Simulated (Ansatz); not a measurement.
Input for Ansatz (a program for electronic structure): U-B3LYP/def2-TZVPP on I2, a point of a bond scan (R = 3.638 Å). Elements past Kr take the def2 small-core potentials; no spin–orbit coupling.

Ansatz 0.2 input:
```yaml
crystal:
  periodic: [false, false, false]
  atoms:
    - {symbol: I, position_ang: [-0.00000000, -0.00000000, -1.34740410]}
    - {symbol: I, position_ang: [0.00000000, 0.00000000, 2.29058697]}
basis:
  gaussian:
    orbitals: def2-TZVPP
hamiltonian:
  xc: {name: B3LYP}
magnetization: {spin_polarized: true, initial_magnetization: 0}
```

The head of its log:

```
WARN ansatz: RAYON_NUM_THREADS=1 ignored (pool sized by the plan → 1); use --threads N
Functional definition: B3LYP
integrals: 0.03 GiB planned
822 factors; their error is unknown
mean field: 0.42 GiB planned
mean field evaluation 1: about -16205.6853 eV, gradient 4.7e0 eV
mean field evaluation 2: about -16205.7764 eV, gradient 1.1e0 eV
```

Question: What total energy does the run end on?

Answer: -595.5720 hartree. Its determinant has ⟨S²⟩ = 0.64, a mixture of spin states.
